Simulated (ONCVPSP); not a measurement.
## Building the ONCV potential for osmium (PBEsol, scalar-relativistic).

- Element: Os
- Generator: ONCVPSP 4.0.1
- Type: optimised norm-conserving Vanderbilt (ONCV)
- Functional: PBEsol
- Relativity: scalar-relativistic
- Frozen core: [Kr] 4d10 4f14
- Valence charge: 16
- Reference configuration: 5s2 5p6 5d6 6s1.5 (charge +0.5)
- Partial waves: 5s+6s: rc 1.85 bohr, ncon 4, nbas 7, qcut 7 1/bohr, 2 projectors; 5p: rc 1.15 bohr, ncon 4, nbas 7, qcut 5.7 1/bohr, 1 projector; 5d: rc 1.50 bohr, ncon 4, nbas 9, qcut 6.2 1/bohr, 2 projectors, debl 1.4 Ha; f scattering state at 0.27 Ha: rc 1.75 bohr, ncon 4, nbas 7, qcut 7.2 1/bohr, 3 projectors, debl 2.3 Ha
- Local potential: polynomial inside 0.95 bohr (lpopt 5, dvloc0 0 Ha)
- Core correction: Teter function, fcfact 1.6, rcfact 1.5

All-electron outer shells of the reference configuration (PBEsol, scalar-relativistic, ld1.x):

```
shell  level (eV)  outermost node (bohr)  outermost maximum (bohr)
   5s      -95.49                   0.51                      0.91
   4f      -55.90                      –                      0.40
   5p      -54.76                   0.55                      1.03
   5d      -10.11                   0.60                      1.36
   6s       -9.60                   1.20                      2.45
```

Task: Does the generator finish with these settings?

Result: Yes, a potential is produced and its reference levels are reproduced.

Task: Estimate the cutoffs (Ha) at which the residual kinetic energy of the hardest occupied pseudo-wave falls to 1 and 0.1 mHa per electron.

Result: 101 Ha and 118 Ha.

Task: What does a ghost test show?

Result: Ghosts flagged at negative energy: s at -40.0 eV, f at -6.3 eV; GHOST(+) flagged for p at 51.7 eV. A true bound ghost makes a file unfit for plane-wave use.

Task: Which valence shell sets the plane-wave cutoff?

Result: 5p: 101 Ha for 1 mHa per electron, against 16 Ha for 5d.

Task: Tests: 5s2 5p6 5d6 6s2; 5s2 5p6 5d6 6s1; 5s2 5p6 5d6 6s0; 5s2 5p6 5d4 6s0. Which has the largest error in its energy relative to the reference configuration, and how large is it?

Result: 5s2 5p6 5d4 6s0, with -34 meV (all-electron minus pseudo) on +93.02 eV.
